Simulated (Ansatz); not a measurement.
```yaml
crystal:
  periodic: [false, false, false]
  atoms:
    - {symbol: Tl, position_ang: [0.174118, 0.577809, 0.385317]}
    - {symbol: Cl, position_ang: [2.045746, -0.541057, -0.778414]}
    - {symbol: Cl, position_ang: [-2.219863, -0.036752, 0.393097]}
basis:
  gaussian: {orbitals: def2-SVP}
magnetization: {spin_polarized: true, initial_magnetization: 1}
hamiltonian: {xc: {name: HF}}
correlation: {method: ccsd_t}
scf: {lower_state_search: off}
```

```sh
$ ansatz run in.yaml --threads 4 --pin off --events-out ev --progress --plain --max-ram 3916MiB
```

Shortened log:

```
Functional definition: HF
669 factors; integrals over basis functions are off by at most 2.1e-4 eV
mean field evaluation 1: about -29666.5510 eV, gradient 1.3e1 eV
mean field evaluation 2: about -29666.6120 eV, gradient 1.3e1 eV
mean field evaluation 4: about -29667.9480 eV, gradient 1.4e0 eV
mean field evaluation 8: about -29668.0001 eV, gradient 1.7e-1 eV
mean field -29668.00106856 eV, -1090.2789295763 hartree, gradient 1.8e-6 eV, S^2 0.782321; 0 other end points of the search recorded, 0 dependent functions left out
14 core orbitals not correlated: weight in the atoms' cores, before any rotation towards them, 1.000 or more for the frozen orbitals, at most 0.000 for the correlated occupied ones
reference -29668.00106856 eV, -1090.2789295763 hartree; 14, 13 occupied and 34, 35 virtual orbitals, 669 factors
second order -8.91974351 eV of doubles, -0.00000000 eV of singles
cycle   1  -9.48709484 eV  change   -5.7e-1 eV  update   8.0e-2
cycle   2  -9.72236179 eV  change   -2.4e-1 eV  update   2.8e-2
cycle   3  -9.78693105 eV  change   -6.5e-2 eV  update   1.7e-2
cycle   4  -9.78397138 eV  change    3.0e-3 eV  update   5.3e-3
cycle   5  -9.78235657 eV  change    1.6e-3 eV  update   2.4e-3
cycle   6  -9.78284980 eV  change   -4.9e-4 eV  update   1.2e-3
cycle   7  -9.78323558 eV  change   -3.9e-4 eV  update   6.6e-4
cycle   8  -9.78332024 eV  change   -8.5e-5 eV  update   2.6e-4
cycle   9  -9.78328894 eV  change    3.1e-5 eV  update   1.2e-4
cycle  10  -9.78326247 eV  change    2.6e-5 eV  update   4.7e-5
cycle  11  -9.78326937 eV  change   -6.9e-6 eV  update   2.3e-5
perturbative correction -0.26410885 eV, -0.0097058212 hartree
Total energy: -29678.04844679 eV, -1090.6481639157 hartree
Checks for a lower state left out: stability, starts, cluster_reference, orbital_swaps, neighbouring_geometries, increment
```

It took 1.1 s on 4 threads of Arm Neoverse V2 on a shared host.

In the def2 sets Tl takes a core potential; there is no spin–orbit coupling. Correlated methods freeze 14 core orbitals; core or outer-core shells of Tl are correlated, in sets that lack core-valence functions.
